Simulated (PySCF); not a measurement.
**Cd (cadmium, neutral): UHF calculation**

Configuration: [Kr] 4d10 5s2, closed-shell 1S. Calculation: PySCF 2.14, in aug-cc-pwCVTZ-PP with ECP28MDF (8s8p7d4f3g, 122 functions); a scalar-relativistic core potential.

- Total energy: -166.838765 hartree
- One-electron energy: -297.3384 hartree
- Hartree (Coulomb) energy: 145.0669 hartree
- Exchange energy: -14.5673 hartree
- ⟨S²⟩: 0.0000
- ⟨L²⟩: 0.000
- Sum of ⟨r⟩: 26.62 bohr
- Sum of ⟨r²⟩: 49.76 bohr²

```
shell  electrons  mean orbital energy (hartree)  rms radius, mean of both spins (bohr)
   4s          2                       -4.82378                                  0.947
   4p          6                       -3.15545                                   1.04
   4d         10                       -0.71968                                   1.39
   5s          2                       -0.28101                                   3.33
```

Energies and moments cover only the electrons outside the core potential.
